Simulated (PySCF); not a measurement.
Input for PySCF:
```python
from pyscf import gto, scf, dft

mol = gto.M(
    atom='''
Ge   -0.069123   -0.024141    0.417801
Cl    1.190791    1.293732   -0.456121
Cl   -1.151447   -1.489949   -0.602017
''',
    basis='sto-3g',
    charge=1,
    spin=1,
    verbose=4,
)

mf = dft.UKS(mol)
mf.xc = 'pbe0'
mf.kernel()
g = mf.nuc_grad_method()
grad = g.kernel()
```

Problem. Predict the HOMO energy from PySCF with PBE0/STO-3G, gradient.

Solution. -13.43 eV

Problem. Give the Mulliken (on the basis functions themselves) charges in atom order at the level PBE0/STO-3G, gradient.

Solution. Ge1 1.02, Cl2 -0.01, Cl3 -0.01

Problem. What is the computed total energy (PBE0/STO-3G, gradient)?

Solution. -2962.712677 Ha

Problem. Give the <S^2> at the level PBE0/STO-3G, gradient.

Solution. 0.754

Problem. Estimate the number of basis functions that PBE0/STO-3G, gradient returns for this input.

Solution. 36

These values belong to the state on which the SCF converged, which isn't shown to be the lowest.
